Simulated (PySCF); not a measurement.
# HCuO + F₂ → CuOF + HF

Level: PBE0 in the def2-TZVP basis family, all electrons, no relativity, computed in PySCF with density fitting; open shells unrestricted.

```
species                                      state and structure       E (Eh)  ZPE (kJ/mol)  H(298 K) − H(0) (kJ/mol)  S° (J/(mol K))
   HCuO    singlet, Cs, Cu–O 1.785 Å, O–H 0.962 Å; Cu–O–H 108.9°  -1716.03455          31.4                      10.5           245.2
     F₂                                singlet, D∞h, F–F 1.376 Å   -199.40856           6.6                       8.7           201.9
   CuOF  triplet, C∞v, Cu–F 1.723 Å, Cu–O 1.681 Å; F–Cu–O 180.0°  -1815.17341          10.3                      12.7           267.9
     HF                                singlet, C∞v, H–F 0.920 Å   -100.39188          24.9                       8.7           173.6
```

What is the electronic reaction energy?

At PBE0/def2-TZVP, ΔE = -320.8 kJ/mol from the differences of the total energies times 2625.5, downhill. 

Add zero-point, thermal and entropy terms for 298.15 K and 1 bar.

ΔZPE = -2.8 and Δ[H(298) − H(0)] = 2.2 kJ/mol give ΔH° = -321.4 kJ/mol. ΔS° = -5.6 J/(mol K), so ΔG° = -321.4 − 298.15 × (-0.0056) = -320 kJ/mol.

Open d or f shells are single determinants, so the state found may not be the ground state. Only the bonding shown was studied: isomers, or loss of a ligand pair, can lie lower.
